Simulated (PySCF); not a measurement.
5-methylidene-1,3-dioxolan-4-one (C₄H₄O₃), SMILES C1(C(OCO1)=O)=C.

The structure is a stationary point at TPSSh-D3(BJ)/def2-SVP. Other conformers were not sampled.

Two levels are set side by side: PBE/def2-TZVP (PySCF) and B3LYP/def2-TZVP (PySCF). Same geometry, gas phase. Differences are taken from unrounded values.

| quantity | B3LYP |
|---|---|
| orbital gap (eV) | 5.40 |
| highest occupied level (eV) | -7.17 |
| lowest empty level (eV) | -1.77 |
| dipole moment (D) | 3.16 |
| mean polarisability (bohr³) | 56.7 |

Question: What does PBE give, and how far is it from B3LYP? (An estimate is asked for; the answer gives what the named calculation found.)

Answer: 
```csv
quantity,PBE,PBE minus B3LYP
orbital gap (eV),3.70,-1.69
highest occupied level (eV),-6.14,1.03
lowest empty level (eV),-2.43,-0.66
dipole moment (D),3.11,-0.05
mean polarisability (bohr³),58.4,1.7
```

PBE's occupied levels lie high since its potential decays too fast outside the molecule; exact exchange lowers them and widens the gap. Differences between two approximate levels are no errors against the true value.

Rough cost on one machine, each run with all the roots and properties that it gave: B3LYP against PBE within a factor of 2.
